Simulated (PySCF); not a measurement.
C2H6BFN2. Atoms are numbered in the order given.

```xyz
12

C      1.8918     0.6211    -0.0474
C      0.7901    -0.1292     0.1361
F      0.9573    -1.3863     0.6551
B     -0.7297     0.2244    -0.1666
N     -1.6763    -0.7912     0.1234
N     -1.0788     1.4953    -0.6978
H      1.8087     1.6355    -0.4623
H      2.8942     0.2453     0.2088
H     -1.3665    -1.6839     0.5034
H     -2.6817    -0.7155    -0.0150
H     -2.0343     1.7747    -0.9113
H     -0.3930     2.2190    -0.8976
```
Charge 0, spin multiplicity 1.

Geometry: PBE-D3(BJ)/def2-SVP. A frequency run showed that this geometry is not a minimum. This is a generated structure with no PubChem entry under its InChIKey; it may be hypothetical. The values are those of a single conformer.

The numbers are results of PBE-D3(BJ)/def2-SVP (PySCF), not measurements.

Frequencies are harmonic and unscaled.

Computed normal modes with their intensities:
```tsv
mode	ν (cm⁻¹)	IR (km/mol)	Raman (Å⁴/amu)	depolarisation	moving atoms (share of kinetic energy)
1	31i	0.1	0.4	0.75	N 32 %, F 26 %, H 23 %, C 20 %
2	205	0.6	0.7	0.51	N 34 %, H 23 %, F 21 %, C 20 %
3	254	78.4	0.6	0.75	H 75 %, N 25 %
4	300	70.8	0.3	0.75	H 50 %, C 28 %, B 16 %
5	321	3.3	2.0	0.61	N 40 %, H 31 %, F 14 %, C 14 %
6	369	164.5	1.3	0.75	H 62 %, N 19 %, C 10 %
7	400	24.8	1.3	0.75	H 95 %
8	404	0.5	0.5	0.50	H 28 %, N 24 %, F 20 %, C 19 %, B 9 %
9	458	2.2	1.3	0.39	F 27 %, H 26 %, C 17 %, N 17 %, B 14 %
10	574	0.2	2.1	0.75	H 89 %
11	643	5.1	6.2	0.75	B 52 %, C 31 %, H 12 %
12	678	2.1	6.5	0.14	C 33 %, H 28 %, N 22 %, F 10 %
13	715	0.7	3.1	0.75	H 86 %, C 10 %
14	820	0.1	2.2	0.67	H 76 %, N 23 %
15	821	52.3	1.4	0.75	H 69 %, C 31 %
16	891	10.2	4.3	0.09	H 49 %, N 46 %
17	908	28.1	5.9	0.30	H 45 %, C 26 %, F 26 %
18	1144	96.2	0.7	0.24	C 44 %, H 22 %, B 16 %, F 10 %, N 9 %
19	1300	48.8	5.2	0.68	H 47 %, C 26 %, B 20 %
20	1350	78.9	37.5	0.33	H 52 %, B 26 %, C 17 %
21	1394	35.5	3.7	0.68	B 48 %, H 47 %
22	1531	89.7	4.7	0.67	H 78 %, N 16 %
23	1560	273.0	2.3	0.74	H 51 %, N 25 %, B 23 %
24	1663	15.3	59.0	0.19	C 88 %, H 8 %
25	3093	0.3	112.9	0.13	H 94 %
26	3194	4.0	66.5	0.74	H 89 %, C 11 %
27	3538	46.4	97.9	0.16	H 96 %
28	3546	16.7	163.7	0.14	H 96 %
29	3645	35.4	85.7	0.71	H 91 %, N 9 %
30	3647	13.5	40.0	0.75	H 91 %, N 9 %
```
